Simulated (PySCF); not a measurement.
PySCF input file for Al(H)(NMe2)(SH) (C2H8AlNS), SMILES [N]([AlH][SH])(C)C, PBE/pcSseg-1. Geometry: ωB97X-D3(BJ)/def2-SVP. The structure was generated by enumeration; whether it is a known compound was not checked. The values are those of a single conformer.

```python
import numpy as np
from pyscf import gto, scf, dft
from pyscf.prop.nmr import rks as nmr

mol = gto.M(
    atom='''
    Al   -0.85584719   -0.35076062    0.00000000
    H    -2.43409254   -0.36459912   -0.00000000
    N     0.04983563    1.17633122    0.00000000
    C     1.49765192    1.25670897    0.00000000
    C    -0.59148138    2.47664787    0.00000000
    H     1.87781370    1.79258431    0.89196826
    H     1.87781370    1.79258431   -0.89196826
    H     1.94784063    0.25102902   -0.00000000
    H    -0.31234707    3.07240895   -0.89154443
    H    -0.31234707    3.07240895    0.89154442
    H    -1.68885993    2.37252224   -0.00000000
    S     0.32156772   -2.19180407   -0.00000000
    H    -0.76076408   -2.99464502    0.00000000
    ''',
    basis='pcSseg-1',
    charge=0,
    spin=0,
    max_memory=1600,
    verbose=3,
)
mf = dft.RKS(mol, xc='pbe')
mf.grids.level = 3
mf.conv_tol = 1e-10
mf.max_cycle = 100
mf.kernel()
n = nmr.NMR(mf)
n.verbose = 2
n.max_cycle_cphf = 60
sigma = n.kernel()
print('atom   isotropic/ppm   span/ppm')
for i, s in enumerate(sigma):
    w = np.linalg.eigvalsh((s + s.T) / 2)
    print(f'{mol.atom_symbol(i):2s}{i + 1:3d} {w.mean():14.3f} {w[2] - w[0]:11.3f}')
```

Log of the run:

```
converged SCF energy = -775.92915672623
atom   isotropic/ppm   span/ppm
Al  1        351.402      46.614
H   2         26.448       9.137
N   3        173.923     144.911
C   4        137.097      66.213
C   5        137.028      69.524
H   6         28.653      10.212
H   7         28.653      10.212
H   8         27.899       9.391
H   9         28.626      10.863
H  10         28.626      10.863
H  11         27.896       9.576
S  12        699.416      79.759
H  13         31.032      17.198
```

The run converged.
